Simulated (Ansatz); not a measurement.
Total energies of `[CH3][AlH][O][SiH3]`.

Z-matrix (Å, degrees):
```
C
Al 1 1.942
H 1 1.093 2 112.4
H 1 1.096 2 110.3 3 -119.5
H 1 1.094 2 111.7 3 122.1
O 2 1.688 1 119.8 3 22.6
H 2 1.582 1 124.0 3 -158.2
Si 6 1.621 2 169.7 1 -4.6
H 8 1.489 6 110.8 2 -9.3
H 8 1.488 6 110.1 2 110.7
H 8 1.488 6 110.2 2 -129.3
```

Charge 0, multiplicity 1. All single points use the PBE0-D4/def2-TZVP geometry. It is one conformer, not always the lowest. Basis def2-TZVPP, Ansatz 0.2.0.

RPA on PBE orbitals: Hartree–Fock energy of these orbitals -647.78406 Eh, correlation -1.08188 Eh (frozen core).

```json
{"functional": "PBE", "kind": "GGA", "energy without D4 (Eh)": "-649.18303", "D4 term (kJ/mol)": "-18.6"}
{"functional": "revPBE", "kind": "GGA", "energy without D4 (Eh)": "-649.46451", "D4 term (kJ/mol)": "-53.8"}
{"functional": "BLYP", "kind": "GGA", "energy without D4 (Eh)": "-649.58302", "D4 term (kJ/mol)": "-40.2"}
{"functional": "B3LYP", "kind": "global hybrid, 20 %", "energy without D4 (Eh)": "-649.68235", "D4 term (kJ/mol)": "-29.9"}
{"functional": "HSE06 (plane-wave form)", "kind": "screened hybrid", "energy without D4 (Eh)": "-649.23038", "D4 term (kJ/mol)": "-14.9"}
{"functional": "BHLYP", "kind": "global hybrid, 50 %", "energy without D4 (Eh)": "-649.57169", "D4 term (kJ/mol)": "-24.1"}
{"functional": "CAM-B3LYP", "kind": "range-separated hybrid", "energy without D4 (Eh)": "-649.59376", "D4 term (kJ/mol)": "-16.2"}
{"functional": "ωB97X-V", "kind": "range-separated hybrid GGA with VV10", "energy without D4 (Eh)": "-649.50398", "D4 term (kJ/mol)": "–"}
{"functional": "ωB97M-V", "kind": "range-separated hybrid meta-GGA with VV10", "energy without D4 (Eh)": "-649.53077", "D4 term (kJ/mol)": "–"}
{"functional": "PBE-QIDH", "kind": "double hybrid", "energy without D4 (Eh)": "-649.06708", "D4 term (kJ/mol)": "–"}
```

Q: Give the same for LDA (SPW92), r2SCAN, B97M-V, PBE0, r2SCANh, r2SCAN0, LC-ωPBE, B2PLYP. (An estimate is asked.)

A: Ansatz gave: 
```
 functional                                kind  energy without D4 (Eh)  D4 term (kJ/mol)
LDA (SPW92)                                 LDA              -646.44549                 –
     r2SCAN                            meta-GGA              -649.50762              -4.7
     B97M-V                  meta-GGA with VV10              -649.47657                 –
       PBE0  global hybrid, 25 % exact exchange              -649.24967             -15.8
    r2SCANh               meta-GGA hybrid, 10 %              -649.49882              -5.0
    r2SCAN0               meta-GGA hybrid, 25 %              -649.48653              -5.6
    LC-ωPBE         long-range corrected hybrid              -649.38524                 –
     B2PLYP                       double hybrid              -649.30176                 –
```

B3LYP takes the VWN-RPA correlation (the form of Gaussian; ORCA's B3LYP/G). HSE06 is the plane-wave form, built on full-range PBE exchange. The double hybrids freeze the cores in their second-order part.

LC-ωPBE has ω = 0.4 bohr⁻¹.
